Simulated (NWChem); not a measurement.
System: CH3F3Zr; SMILES [CH3][Zr]([F])([F])[F]

Excerpt of the output:

```
             Northwest Computational Chemistry Package (NWChem) 7.3.0
             --------------------------------------------------------

 C1  symmetry detected

                             Geometry "geometry" -> ""
                             -------------------------

 Output coordinates in angstroms (scale by  1.889725989 to convert to a.u.)

  No.       Tag          Charge          X              Y              Z
 ---- ---------------- ---------- -------------- -------------- --------------
    1 Zr                  40.0000    -0.00170154     0.00202854     0.08829019
    2 F                    9.0000    -0.17810608    -1.80428624     0.65278925
    3 F                    9.0000    -1.50136851     1.06606320     0.56925679
    4 F                    9.0000     1.64663690     0.77773195     0.63041550
    5 C                    6.0000     0.03782728    -0.04546143    -2.11198432
    6 H                    1.0000    -0.89100001    -0.48405910    -2.51877937
    7 H                    1.0000     0.88530114    -0.65080439    -2.48084484
    8 H                    1.0000     0.14233616     0.97091045    -2.53223113

 Effective nuclear repulsion energy (a.u.)     468.8931196614

                                 NWChem DFT Module
                                 -----------------

 Summary of "ao basis" -> "ao basis" (spherical)
 ------------------------------------------------------------------------------
       Tag                 Description            Shells   Functions and Types
 ---------------- ------------------------------  ------  ---------------------
 Zr                         def2-svp                11       31   5s3p2d1f
 F                          def2-svp                 6       14   3s2p1d
 C                          def2-svp                 6       14   3s2p1d
 H                          def2-svp                 3        5   2s1p

            General Information
            -------------------
          SCF calculation type: DFT
          Wavefunction type:  closed shell.
          No. of atoms     :     8
          No. of electrons :    48
           Alpha electrons :    24
            Beta electrons :    24
          Charge           :     0
          Spin multiplicity:     1
          Use of symmetry is: off; symmetry adaption is: off
          Maximum number of iterations: 150
          AO basis - number of functions:   102
                     number of shells:    44
          Convergence on energy requested:  1.00D-06
          Convergence on density requested:  1.00D-05
          Convergence on gradient requested:  5.00D-04

              XC Information
              --------------
                         B3LYP Method XC Potential
                     Hartree-Fock (Exact) Exchange  0.200
                        Slater Exchange Functional  0.800 local
                    Becke 1988 Exchange Functional  0.720 non-local
              Lee-Yang-Parr Correlation Functional  0.810
                  VWN I RPA Correlation Functional  0.190 local

             Grid Information
             ----------------
          Grid used for XC integration:  medium
          Radial quadrature: Mura-Knowles
          Angular quadrature: Lebedev.
          Tag              B.-S. Rad. Rad. Pts. Rad. Cut. Ang. Pts.
          ---              ---------- --------- --------- ---------
          Zr                  1.55      123          10.0       590
          F                   0.50       49          11.0       434
          C                   0.70       49          10.0       434
          H                   0.35       45          11.0       434
          Grid pruning is: on
          Number of quadrature shells:   454
          Spatial weights used:  Erf1

      Superposition of Atomic Density Guess
      -------------------------------------

 Sum of atomic energies:        -390.49966633

      Non-variational initial energy
      ------------------------------

 Total energy =    -383.775359
 1-e energy   =    -947.900553
 2-e energy   =     361.997440
 HOMO         =      -0.338676
 LUMO         =      -0.040375

     ---------------------------------------------
      Total Density - Mulliken Population Analysis
     ---------------------------------------------

    Atom       Charge   Shell Charges
 -----------   ------   -------------------------------------------------------
    1 Zr  12     9.43  -0.47  1.59  0.90  0.24  0.05  5.84  0.28  0.05  0.70  0.15  0.10
    2 F    9     9.70   1.99  1.16  0.80  3.59  2.16  0.00
    3 F    9     9.70   1.99  1.16  0.80  3.59  2.16  0.00
    4 F    9     9.70   1.99  1.16  0.80  3.59  2.16  0.00
    5 C    6     6.93   1.99  0.98  0.34  2.21  1.40  0.01
    6 H    1     0.85   0.64  0.18  0.03
    7 H    1     0.85   0.64  0.18  0.03
    8 H    1     0.85   0.64  0.18  0.03

   convergence    iter        energy       DeltaE   RMS-Dens  Diis-err
 ---------------- ----- ----------------- --------- --------- ---------
 d= 0,ls=0.0,diis     1   -386.2349201347 -5.88D+02  3.08D-02  2.03D+00
 d= 0,ls=0.0,diis     2   -384.4237938816  1.81D+00  2.01D-02  2.32D+01
 d= 0,ls=0.0,diis     3   -386.4961067783 -2.07D+00  2.39D-03  8.68D-02
 d= 0,ls=0.0,diis     4   -386.5011553526 -5.05D-03  1.19D-03  3.30D-02
 d= 0,ls=0.0,diis     5   -386.5053295970 -4.17D-03  2.76D-04  5.11D-04
  Resetting Diis
 d= 0,ls=0.0,diis     6   -386.5053994612 -6.99D-05  6.69D-05  3.65D-05
 d= 0,ls=0.0,diis     7   -386.5054044892 -5.03D-06  1.54D-05  8.89D-07
 d= 0,ls=0.0,diis     8   -386.5054043991  9.01D-08  8.25D-06  1.95D-06

         Total DFT energy =     -386.505404399103
      One electron energy =     -952.894685101049
           Coulomb energy =      408.183208785826
    Exchange-Corr. energy =      -43.921681748244
 Nuclear repulsion energy =      202.127753664364

 Numeric. integr. density =       47.999996071480

                       DFT Final Molecular Orbital Analysis
                       ------------------------------------

[...]
```

Level: B3LYP/def2-SVP with def2 effective core potentials on Zr. All runs use the structure optimised with PBE0/def2-SVP. No frequency run checked for a minimum. def2 effective core potentials on Zr; no spin-orbit coupling.

Q: Which NWChem input produces such a log?

A: This is not unique; one that fits is the input that was run:
```
start job
memory heap 200 mb stack 900 mb global 1100 mb
geometry units angstroms noautoz
  Zr    -0.000498    -0.000878     0.087269
  F      1.821487     0.106995     0.617632
  F     -0.814732    -1.638594     0.604385
  F     -1.008416     1.517154     0.627931
  C      0.000721     0.016749    -2.113802
  H      0.568325    -0.839744    -2.519777
  H      0.463101     0.941587    -2.503147
  H     -1.027119    -0.040097    -2.514869
end
basis spherical
  Zr library def2-svp
  F library def2-svp
  C library def2-svp
  H library def2-svp
end
ecp
  Zr library def2-ecp
end
dft
  xc b3lyp
  iterations 150
  mulliken
end
task dft energy
```
